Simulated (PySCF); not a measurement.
P: excitation energy

P [Ne] 3s2 3p3 (4S) → P [Ne] 3s1 3p4 (4P), as a difference of total energies. Computed with PySCF 2.14 in aug-cc-pVQZ-DK, with scalar relativity by spin-free X2C-1e. Correlated levels: valence: [Ne] frozen. The calculations carry no spin-orbit coupling.

| method | excitation energy (cm⁻¹) |
| --- | --- |
| UHF | 64301 |
| MP2 (valence) | 65352 |
| SCS-MP2 (valence) | 65597 |
| CCSD (valence) | 61664 |
| CCSD(T) (valence) | 60203 |

Errors of the correlated levels include the incompleteness of this basis and the frozen core.

The coupled-cluster amplitudes are large for the upper state (T1 above 0.03 or a double amplitude above 0.15), so a single reference is strained.

**Question.** Which method comes closest to the reference value, and which is furthest?

**Answer.** The reference is 59643 cm⁻¹ (measured; NIST levels, between the centres of gravity of the two terms). Closest: CCSD(T) (valence) (error 560.53 cm⁻¹); furthest: SCS-MP2 (valence) (error 5954.1 cm⁻¹).
